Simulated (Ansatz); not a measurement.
Reaction (redistribution): `N#[C][Al]([F])[F]` + `C=C[CH2][SnH2][F]` → `C=C[CH2][Al]([F])[F]` + `N#[C][SnH2][F]`

Program: Ansatz. Geometries: PBE0-D4/def2-TZVP. ΔE: electronic, gas phase. CBS: MP2 limit from def2 TZ/QZ plus the TZ coupled-cluster correction, frozen cores. DFT in def2-TZVPP. def2 core potentials past Kr. For Sn outer-core shells are correlated without core-valence functions, which leaves a few kJ/mol of doubt a bond. One conformer a species, not always the lowest.

`N#[C][Al]([F])[F]`:

```xyz
5

N    -2.058    1.049    0.586
C    -1.063    0.542    0.303
Al    0.582   -0.297   -0.166
F     0.593   -1.431   -1.332
F     1.945    0.137    0.609
```

`C=C[CH2][SnH2][F]`:

Z-matrix (Å, degrees):
```
C
C 1 1.483
Sn 1 2.149 2 110.2
H 1 1.093 2 112.1 3 -120.4
H 1 1.093 2 112.1 3 117.2
C 2 1.328 1 125.2 3 107.7
H 2 1.088 1 115.8 3 -70.6
F 3 1.932 1 103.0 2 59.9
H 3 1.708 1 115.2 2 172.9
H 3 1.705 1 113.7 2 -52.8
H 6 1.086 2 121.6 1 1.6
H 6 1.083 2 121.3 1 -178.6
```

`C=C[CH2][Al]([F])[F]`:

Z-matrix (Å, degrees):
```
C
C 1 1.492
Al 1 2.319 2 56.2
C 1 1.343 2 125.0 3 -65.3
H 1 1.088 2 116.5 3 104.7
H 2 1.085 1 113.8 3 -121.0
H 2 1.091 1 113.3 3 110.1
F 3 1.645 1 108.4 2 118.4
F 3 1.646 1 120.1 2 -102.2
H 4 1.087 1 121.8 2 -9.8
H 4 1.082 1 121.1 2 172.9
```

`N#[C][SnH2][F]`:

```xyz
6

N     0.852    1.907   -1.596
C     0.487    1.074   -0.889
Sn   -0.113   -0.426    0.460
F    -1.617   -1.227   -0.404
H    -0.692    0.288    1.878
H     1.084   -1.616    0.551
```

| species | r2SCANh energy (Eh) |
| --- | --- |
| `N#[C][Al]([F])[F]` | -535.08234 |
| `C=C[CH2][SnH2][F]` | -432.69881 |
| `C=C[CH2][Al]([F])[F]` | -559.53241 |
| `N#[C][SnH2][F]` | -408.24196 |

Q: Work out ΔE.

A: ΔE = (-559.53241) + (-408.24196) − (-535.08234) − (-432.69881) = 0.00678 Eh = +17.8 kJ/mol. CCSD(T)/CBS gives +29.7 kJ/mol.

Largest T1 diagnostic among the species: 0.014.

At CCSD(T), def2-SVP lies −4.2 kJ/mol from the extrapolated value and def2-TZVPP −2.7 kJ/mol. From BLYP to BHLYP (50 % exact exchange), in def2-TZVPP and without D4, ΔE moves by −4.7 kJ/mol. Leaving LDA and LC-ωPBE aside and taking each functional with its dispersion term where it has one, the values, not all of them listed here, spread over 15.1 kJ/mol, from r2SCAN0-D4 to BLYP-D4. LDA lies −8.7 kJ/mol from PBE without D4.
